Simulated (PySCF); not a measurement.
# Solvent effects on NMR parameters

Atom-mapped SMILES (the numbers label the heavy atoms): `[CH3:1][CH2:2][O:3][C:4]1=[CH:5][BH:6][CH:7]=[CH:8][CH:9]=[CH:10]1`. Each H is labelled by its parent atom.

GIAO PBE0/pcSseg-1 in PySCF 2.14 on one PBE0-D3(BJ)/def2-SVP conformer, non-relativistic, equivalent nuclei averaged. Solvents enter as an IEF-PCM continuum (chloroform with ε = 4.7, dichloromethane with ε = 8.9) around the gas-phase geometry. Shifts are referred to TMS, BF3·OEt2 computed in the same medium.

Gas phase, δ in ppm: C4 176.0, C7 166.8, C8 149.4, C5 143.5, C9 143.3, C10 127.2, C2 63.1, C1 16.9, B6 41.7, H(C7) 8.51, H(C5) 7.89, H(C8) 7.88, H(C9) 7.46, H(C10) 6.96. Dipole moment 4.05 D.

(1) How does each δ change in the continuum?

(2) Which of the listed nuclei move most (in ppm), and what does the model miss? (N and O are left out, as their reference compounds move with the solvent too.)

Answers

(1) 
```
 atoms                                                  environment  Δδ, chloroform  Δδ, dichloromethane
    C4                                 alkene carbon bearing oxygen            +2.2                 +2.7
    C7                                                    alkene CH            -0.7                 -0.9
    C8                                                    alkene CH            +2.6                 +3.2
    C5                β carbon of an enol-ether or enamine type C=C            -1.5                 -1.9
    C9                                                    alkene CH            +2.5                 +3.1
   C10                                                    alkene CH            +3.0                 +3.6
    C2                                          sp3 CH2 bonded to O            +1.2                 +1.4
    C1                                                methyl carbon            +0.3                 +0.4
    B6                 boron bonded to 2 C, H, in a 7-membered ring            -0.6                 -0.8
 H(C7)                                     hydrogen on an alkene CH            0.00                 0.00
 H(C5)  hydrogen on a β carbon of an enol-ether or enamine type C=C           -0.11                -0.15
 H(C8)                                     hydrogen on an alkene CH           +0.21                +0.27
 H(C9)                                     hydrogen on an alkene CH           +0.30                +0.37
H(C10)                                     hydrogen on an alkene CH           +0.35                +0.43
```

Changes are relative to the gas phase. The dipole moment becomes 5.19 D in chloroform, 5.46 D in dichloromethane.

(2) C10 (alkene CH, +3.6 ppm) in dichloromethane. A continuum only polarises the solute; specific hydrogen bonds, the anisotropy of aromatic solvents and changes of geometry or conformer are outside it.
